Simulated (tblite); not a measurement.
Record of a relaxation.

Species: C4H7GeO (doublet state).
Bonds: C1–C2 (double), C2–C3, C3–C4 (double), C3–O5, O5–Ge6. Hydrogens: H7, H8 on C1; H9 on C2; H10, H11 on C4; H12, H13 on Ge6.
Bond orders are those of one Lewis drawing.

Computed with GFN2-xTB (tblite), gas phase: L-BFGS steps from a force-field or distance-geometry start until the largest atomic force falls under 0.01 eV/Å. 10 of its 127 geometries are shown.

Step 0: E = -490.8282 eV, largest atomic force 1.837 eV/Å
```
atom  x, y, z in Å  |  force x, y, z in eV/Å
C1     -1.052   -1.347    0.352   -0.997  -1.414   0.616
C2     -1.146   -0.046    0.227    0.321   0.437  -0.006
C3     -0.109    0.801   -0.353    0.303   0.701  -0.285
C4     -0.320    2.121   -0.426   -0.966   0.192   0.509
O5      1.075    0.319   -0.865   -1.400  -0.316   0.297
Ge6     2.266   -0.695   -0.046    1.358   0.763   0.318
H7     -1.890   -1.894    0.814    0.606   0.173  -0.313
H8     -0.226   -1.954    0.034    0.212  -0.004  -0.170
H9     -2.041    0.435    0.614    0.316   0.235  -0.261
H10     0.398    2.785   -0.840    0.358   0.267  -0.179
H11    -1.245    2.574   -0.032    0.654  -0.391  -0.382
H12     2.513   -1.981   -0.868   -0.396  -0.409  -0.262
H13     1.772   -1.118    1.370   -0.370  -0.235   0.118
```

Step 14: E = -491.1295 eV, largest atomic force 0.113 eV/Å
```
atom  x, y, z in Å  |  force x, y, z in eV/Å
C1     -1.079   -1.375    0.364   -0.014  -0.002   0.001
C2     -1.149   -0.057    0.258    0.005   0.009  -0.014
C3     -0.115    0.795   -0.336    0.060   0.027  -0.026
C4     -0.303    2.119   -0.431   -0.040  -0.015   0.011
O5      0.991    0.199   -0.815    0.023   0.006   0.036
Ge6     2.393   -0.593    0.002   -0.020   0.081  -0.046
H7     -1.872   -1.960    0.800    0.015   0.027  -0.014
H8     -0.218   -1.922    0.008    0.001  -0.026  -0.009
H9     -2.016    0.487    0.599   -0.076  -0.007   0.051
H10     0.441    2.780   -0.845   -0.033  -0.106   0.022
H11    -1.222    2.558   -0.082    0.072   0.038  -0.046
H12     2.386   -1.897   -0.904    0.008  -0.002  -0.065
H13     1.759   -1.134    1.364   -0.002  -0.030   0.100
```

Step 28: E = -491.1389 eV, largest atomic force 0.056 eV/Å
```
atom  x, y, z in Å  |  force x, y, z in eV/Å
C1     -1.093   -1.380    0.362    0.003  -0.004  -0.009
C2     -1.168   -0.059    0.270   -0.031  -0.006   0.027
C3     -0.132    0.794   -0.319   -0.018  -0.032   0.004
C4     -0.299    2.117   -0.443   -0.009  -0.024   0.001
O5      0.979    0.188   -0.773    0.006   0.011  -0.037
Ge6     2.396   -0.570    0.015    0.048  -0.016   0.025
H7     -1.880   -1.974    0.796   -0.005   0.047  -0.009
H8     -0.235   -1.924   -0.007    0.007   0.006  -0.002
H9     -2.038    0.471    0.626   -0.019   0.035   0.012
H10     0.474    2.734   -0.865    0.009   0.000  -0.006
H11    -1.203    2.600   -0.124   -0.025  -0.004   0.003
H12     2.395   -1.838   -0.955    0.023   0.014   0.009
H13     1.801   -1.160    1.399    0.012  -0.026  -0.018
```

Step 42: E = -491.1494 eV, largest atomic force 0.082 eV/Å
```
atom  x, y, z in Å  |  force x, y, z in eV/Å
C1     -1.173   -1.361    0.375   -0.021   0.030   0.004
C2     -1.216   -0.037    0.314    0.059   0.039  -0.002
C3     -0.154    0.773   -0.286    0.051   0.037  -0.053
C4     -0.306    2.089   -0.484   -0.007   0.040   0.020
O5      0.960    0.137   -0.689    0.029  -0.011  -0.016
Ge6     2.438   -0.526    0.070    0.047  -0.019   0.009
H7     -1.972   -1.944    0.795   -0.022  -0.017   0.037
H8     -0.326   -1.903   -0.017   -0.030  -0.037   0.013
H9     -2.054    0.533    0.687   -0.037  -0.066  -0.005
H10     0.480    2.683   -0.919   -0.031  -0.043   0.009
H11    -1.215    2.590   -0.207    0.008   0.005  -0.004
H12     2.601   -1.675   -1.023   -0.009   0.050  -0.002
H13     1.932   -1.359    1.366   -0.038  -0.007  -0.009
```

Step 56: E = -491.1587 eV, largest atomic force 0.036 eV/Å
```
atom  x, y, z in Å  |  force x, y, z in eV/Å
C1     -1.238   -1.352    0.402    0.005  -0.012   0.025
C2     -1.223   -0.028    0.335   -0.019  -0.017  -0.018
C3     -0.147    0.756   -0.274    0.007   0.002   0.024
C4     -0.304    2.066   -0.516    0.000  -0.011  -0.002
O5      0.979    0.118   -0.627   -0.003   0.008  -0.035
Ge6     2.472   -0.497    0.141   -0.014  -0.017   0.001
H7     -2.061   -1.889    0.841    0.004  -0.004   0.001
H8     -0.429   -1.948    0.007    0.018   0.025   0.013
H9     -2.052    0.556    0.708    0.005  -0.001   0.003
H10     0.482    2.644   -0.968    0.007   0.008   0.005
H11    -1.219    2.569   -0.266    0.002   0.016  -0.013
H12     2.767   -1.460   -1.086    0.007   0.016   0.010
H13     1.968   -1.534    1.286   -0.019  -0.012  -0.014
```

Step 70: E = -491.1650 eV, largest atomic force 0.047 eV/Å
```
atom  x, y, z in Å  |  force x, y, z in eV/Å
C1     -1.234   -1.345    0.449   -0.006   0.011  -0.003
C2     -1.229   -0.024    0.335    0.010   0.007   0.019
C3     -0.152    0.755   -0.281   -0.030  -0.015  -0.033
C4     -0.304    2.063   -0.536    0.008  -0.004   0.023
O5      0.978    0.121   -0.631    0.004   0.030   0.032
Ge6     2.432   -0.513    0.197    0.009  -0.037  -0.004
H7     -2.062   -1.869    0.895    0.006  -0.019   0.015
H8     -0.420   -1.952    0.084    0.007   0.026  -0.009
H9     -2.062    0.564    0.694    0.002   0.004  -0.035
H10     0.495    2.633   -0.977   -0.019   0.003  -0.018
H11    -1.219    2.576   -0.303    0.009  -0.001   0.003
H12     2.895   -1.309   -1.095   -0.015   0.010   0.008
H13     1.877   -1.701    1.151    0.015  -0.015   0.003
```

Step 84: E = -491.1708 eV, largest atomic force 0.034 eV/Å
```
atom  x, y, z in Å  |  force x, y, z in eV/Å
C1     -1.244   -1.317    0.510    0.003   0.004   0.010
C2     -1.249   -0.001    0.348   -0.014  -0.009  -0.030
C3     -0.159    0.759   -0.267    0.004   0.006   0.000
C4     -0.313    2.059   -0.571   -0.005   0.007  -0.007
O5      0.990    0.137   -0.554    0.014  -0.002   0.028
Ge6     2.385   -0.592    0.305    0.024  -0.014  -0.018
H7     -2.069   -1.838    0.965   -0.016  -0.003  -0.016
H8     -0.415   -1.921    0.178    0.012  -0.004   0.025
H9     -2.100    0.594    0.646   -0.005   0.004   0.028
H10     0.486    2.615   -1.028    0.005   0.006   0.010
H11    -1.235    2.574   -0.376   -0.012  -0.002  -0.015
H12     3.044   -1.046   -1.061    0.005   0.000  -0.009
H13     1.873   -2.023    0.888   -0.015   0.009  -0.006
```

Step 98: E = -491.1782 eV, largest atomic force 0.093 eV/Å
```
atom  x, y, z in Å  |  force x, y, z in eV/Å
C1     -1.242   -1.285    0.609    0.005   0.016   0.003
C2     -1.258    0.017    0.359   -0.016  -0.013  -0.022
C3     -0.144    0.776   -0.213   -0.007  -0.002  -0.020
C4     -0.325    2.053   -0.601    0.001   0.004   0.019
O5      1.044    0.198   -0.399   -0.021  -0.007   0.016
Ge6     2.334   -0.763    0.393   -0.012  -0.041  -0.083
H7     -2.097   -1.794    1.019   -0.002   0.002   0.007
H8     -0.377   -1.894    0.393   -0.008   0.007   0.016
H9     -2.143    0.606    0.559    0.024  -0.014  -0.013
H10     0.486    2.619   -1.023   -0.002  -0.004  -0.015
H11    -1.284    2.532   -0.524    0.031  -0.006   0.022
H12     3.212   -0.760   -0.942   -0.023   0.018   0.064
H13     1.788   -2.307    0.354    0.030   0.040   0.005
```

Step 112: E = -491.1987 eV, largest atomic force 0.073 eV/Å
```
atom  x, y, z in Å  |  force x, y, z in eV/Å
C1     -1.215   -1.254    0.755   -0.006  -0.013   0.025
C2     -1.254   -0.001    0.325   -0.031   0.028  -0.036
C3     -0.121    0.781   -0.167   -0.001  -0.005  -0.027
C4     -0.310    2.051   -0.571    0.007  -0.014  -0.004
O5      1.103    0.259   -0.248   -0.006   0.003  -0.011
Ge6     2.143   -1.083    0.318   -0.008   0.013   0.071
H7     -2.099   -1.755    1.112    0.000  -0.001   0.000
H8     -0.304   -1.834    0.769    0.008  -0.012   0.010
H9     -2.190    0.541    0.317    0.002  -0.006   0.013
H10     0.510    2.635   -0.946    0.006   0.009   0.007
H11    -1.286    2.499   -0.569    0.001   0.008   0.013
H12     3.382   -0.533   -0.506    0.009  -0.016  -0.029
H13     1.636   -2.305   -0.608    0.018   0.008  -0.031
```

Step 126: E = -491.2001 eV, largest atomic force 0.009 eV/Å
```
atom  x, y, z in Å  |  force x, y, z in eV/Å
C1     -1.224   -1.253    0.751    0.000   0.006   0.003
C2     -1.264   -0.001    0.317   -0.003  -0.004  -0.002
C3     -0.131    0.774   -0.187    0.003  -0.003   0.002
C4     -0.310    2.052   -0.571    0.001  -0.006   0.000
O5      1.085    0.238   -0.289    0.005  -0.005   0.000
Ge6     2.150   -1.062    0.332   -0.002   0.003   0.002
H7     -2.104   -1.749    1.124    0.004   0.002  -0.002
H8     -0.316   -1.839    0.749   -0.003   0.003   0.000
H9     -2.196    0.548    0.329    0.003  -0.004  -0.003
H10     0.513    2.633   -0.946    0.004   0.001   0.001
H11    -1.279    2.513   -0.546   -0.007   0.005   0.001
H12     3.391   -0.535   -0.510   -0.003   0.001  -0.003
H13     1.679   -2.318   -0.569   -0.001   0.000   0.000
```

Question: Summarise the path.

Answer: The energy falls by 35.89 kJ/mol from step 0 to step 126; nine tenths of that is first reached at step 67. It rises by more than 0.2 meV at steps 92 and 110. The largest force goes from 1.837 to 0.009 eV/Å. Among the bonds Ge6–H13 changes most, from 1.558 to 1.617 Å; the atoms move by 0.887 Å rms after alignment.

The cost below is that of the whole relaxation. On one thread of an Arm Neoverse V1, shared host with 64 logical CPUs at a one-minute load of 26, this took 0.66 s wall.
